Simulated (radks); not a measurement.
Task: Species: Zn16+. Configuration: [Ne] 3s2 3p2. Calculated with a radial shooting solver on a logarithmic mesh with Libxc functionals: scalar-relativistic Kohn-Sham, BP86, spin-polarised, spherical densities, finite nucleus; open shells are filled with parallel spins first; Fermi nuclear charge, rms radius 3.9283 fm. Some entries of the table are withheld. Estimate them.

orbital,occ.,eigenvalue (Ry),<1/r> (bohr^-1)
1s up,1,-743.6270,30.23
1s down,1,-743.4846,30.23
2s up,1,-127.2587,6.652
2s down,1,-127.1371,6.654
2p up,3,-116.2150,6.519
2p down,3,-116.0478,6.519
3s up,1,-44.43490,2.520
3s down,1,-43.82354,2.512
3p up,2,-40.97316,2.436
3p down,0,-40.36849,2.430
3d up,0,-35.94838,2.279
3d down,0,-35.42498,2.285
4s up,0,(1),1.289
4s down,0,(2),1.280
4p up,0,(3),1.250
4p down,0,(4),1.241
4f up,0,-17.56849,(5)
4f down,0,-17.27160,(6)

Result: 
(1) 4s up eigenvalue (Ry): -21.88301
(2) 4s down eigenvalue (Ry): -21.70484
(3) 4p up eigenvalue (Ry): -20.53439
(4) 4p down eigenvalue (Ry): -20.36475
(5) 4f up <1/r> (bohr^-1): 1.130
(6) 4f down <1/r> (bohr^-1): 1.109
